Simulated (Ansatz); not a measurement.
Reaction (ligand exchange at the Si–N bond): `N=C(S)N[SiH2]F` + `BC(=C)S` → `BC(=C)S[SiH2]F` + `N=C(N)S`

Program: Ansatz. Geometries: PBE0-D4/def2-TZVP. ΔE: electronic, gas phase. CBS: MP2 limit from def2 TZ/QZ plus the TZ coupled-cluster correction, frozen cores. Functionals use def2-TZVPP. B3LYP here is the variant with VWN-RPA as its local correlation; programs differ in this. One conformer a species, not always the lowest.

```
             level  ΔE (kJ/mol)  difference from CCSD(T)/CBS
            PBE-D4         -0.2                        -10.7
         r2SCAN-D4          6.1                         -4.4
           PBE0-D4          2.0                         -8.5
          B3LYP-D4          9.9                         -0.6
           ωB97X-V          8.2                         -2.3
           ωB97M-V          8.3                         -2.2
            B2PLYP         12.0                          1.5
               PBE          0.5                        -10.0
            r2SCAN          6.2                         -4.3
              PBE0          2.7                         -7.8
             B3LYP         11.3                          0.8
     HF/def2-TZVPP         18.9                          8.4
    MP2/def2-TZVPP         11.5                          1.0
SCS-MP2/def2-TZVPP         14.6                          4.1
   CCSD/def2-TZVPP         14.8                          4.3
CCSD(T)/def2-TZVPP         13.1                          2.6
     HF/def2-QZVPP         20.1                          9.6
    MP2/def2-QZVPP         10.4                         -0.1
SCS-MP2/def2-QZVPP         13.4                          2.9
      HF/CBS(def2)         20.2                          9.7
     MP2/CBS(def2)          8.8                         -1.7
    CCSD/CBS(def2)         12.2                          1.7
       CCSD(T)/CBS         10.5                            0
```

Largest T1 diagnostic among the species: 0.014.

In def2-TZVPP, CCSD(T) changes the Hartree–Fock value by −5.8 kJ/mol (the triples alone add −1.7 kJ/mol) and MP2 by −7.4 kJ/mol.
